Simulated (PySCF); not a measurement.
Several molecules and their computed UV-vis stick spectra, shuffled. Level of theory: PySCF 2.14.0, density-fitted response routines, TDDFT wB97X-D/def2-SVPD, vertical, gas phase, core orbitals frozen in the response. Geometries: GFN2-xTB; one conformer of each isolated species. Triplets are in the Tamm–Dancoff approximation.

A. `C/N=C/C1=CC=CS1`
B. `[C@@H](C#C)(F)[SiH2]C(=C)C`
C. `CO[C@@H]1O[C@@H]1F`
D. `CCS(=O)(=O)O`

Lowest singlet levels (six at most, fewer where fewer were computed) with oscillator strengths:

1. 148 nm (f 0.010); 144 nm (f 0.033); 138 nm (f 0.032); 135 nm (f 0.021); 134 nm (f 0.014); 133 nm (f 0.006); T1 8.25 eV
2. 150 nm (f 0.008); 144 nm (f 0.051); 141 nm (f 0.013); 138 nm (f 0.011); 137 nm (f 0.015); 133 nm (f 0.046); T1 7.93 eV
3. 216 nm (f 0.004); 188 nm (f 0.036); 182 nm (f 0.073); 179 nm (f 0.287); 174 nm (f 0.008); 170 nm (f 0.003); T1 4.37 eV
4. 271 nm (f 0.001); 261 nm (f 0.314); 232 nm (f 0.125); 195 nm (f 0.000); 185 nm (f 0.001); 181 nm (f 0.000); T1 3.07 eV

Task: Match each spectrum to its molecule.

Result: 1 = C, 2 = D, 3 = B, 4 = A.
- A: S1 at 4.58 eV, HOMO-2→LUMO (90%); Löwdin shares by element: HOMO carbon 54% or more, nitrogen 15% (atoms not listed hold the other 31%); LUMO carbon 29% or more, nitrogen 18%, sulfur 13% (atoms not listed hold the other 40%); HOMO -8.36 and LUMO 0.23 eV; point group Cs, 2 of its 6 listed states under f = 0.0005.
- B: S1 at 5.74 eV, HOMO→LUMO+1 (36%), HOMO→LUMO (20%), HOMO-1→LUMO+1 (18%); Löwdin shares by element: HOMO carbon 62% or more (atoms not listed hold the other 38%); LUMO carbon 56% or more, silicon 9% (atoms not listed hold the other 36%); HOMO -9.34 and LUMO 1.29 eV.
- C: S1 at 8.39 eV, HOMO→LUMO (73%), HOMO-1→LUMO (11%); Löwdin shares by element: HOMO oxygen 60%, carbon 18% or more (atoms not listed hold the other 22%); LUMO carbon 39% or more, hydrogen 21% or more (atoms not listed hold the other 40%); HOMO -10.33 and LUMO 2.35 eV.
- D: S1 at 8.26 eV, HOMO→LUMO (82%); Löwdin shares by element: HOMO oxygen 92%, sulfur 5%; LUMO sulfur 34%, oxygen 20% or more, hydrogen 11% or more, carbon 7% or more (atoms not listed hold the other 28%); HOMO -10.99 and LUMO 1.54 eV.
C and D have S1 within 0.13 eV of each other; their strongest listed levels stand at 8.59 eV (f 0.033) and 8.58 eV (f 0.051).
